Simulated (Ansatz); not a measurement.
`N=C([SiH3])CN` + `[F][Sn]([SiH3])([Cl])[Cl]` → `[SiH3][Sn]([SiH3])([Cl])[Cl]` + `N=C(F)CN`  (formal exchange of groups at the Si–C bond)

Isolated molecules relaxed with PBE0-D4/def2-TZVP in Ansatz; ΔE leaves out vibrations. CCSD(T)/CBS adds triple-zeta CCSD(T) − MP2 to the extrapolated MP2 energy (def2 sets, frozen cores). Functionals use def2-TZVPP. def2 core potentials past Kr. For Sn outer-core shells are correlated without core-valence functions, which leaves a few kJ/mol of doubt a bond. One conformer a species, not always the lowest.

(1) Is it downhill or uphill in electronic energy at CCSD(T)/CBS, and by how much? (Best estimate.)

(2) What do these levels give: LDA (SPW92), r2SCAN-D4, r2SCANh-D4, r2SCAN0-D4, BHLYP-D4, CAM-B3LYP-D4, B2PLYP, CAM-B3LYP, MP2/def2-TZVPP, CCSD(T)/def2-TZVPP, MP2/def2-QZVPP, SCS-MP2/def2-QZVPP? (An estimate is asked.)

Largest T1 diagnostic among the species: 0.013.

Results:

(1) Ansatz gave: Uphill: ΔE = +35.6 kJ/mol.

(2) Computed: LDA (SPW92) 1.8, r2SCAN-D4 18.4, r2SCANh-D4 16.7, r2SCAN0-D4 14.5, BHLYP-D4 21.7, CAM-B3LYP-D4 25.8, B2PLYP 29.0, CAM-B3LYP 26.5, MP2/def2-TZVPP 31.3, CCSD(T)/def2-TZVPP 27.7, MP2/def2-QZVPP 37.8, SCS-MP2/def2-QZVPP 40.8 kJ/mol.

From r2SCAN to r2SCAN0 (25 % exact exchange), in def2-TZVPP and without D4, ΔE moves by −3.7 kJ/mol. Leaving LDA and LC-ωPBE aside and taking each functional with its dispersion term where it has one, the values, not all of them listed here, spread over 18.4 kJ/mol, from HSE06-D4 to B2PLYP. LDA lies −12.1 kJ/mol from PBE without D4. In def2-TZVPP, CCSD(T) changes the Hartree–Fock value by +4.4 kJ/mol (the triples alone add +1.3 kJ/mol) and MP2 by +8.0 kJ/mol.
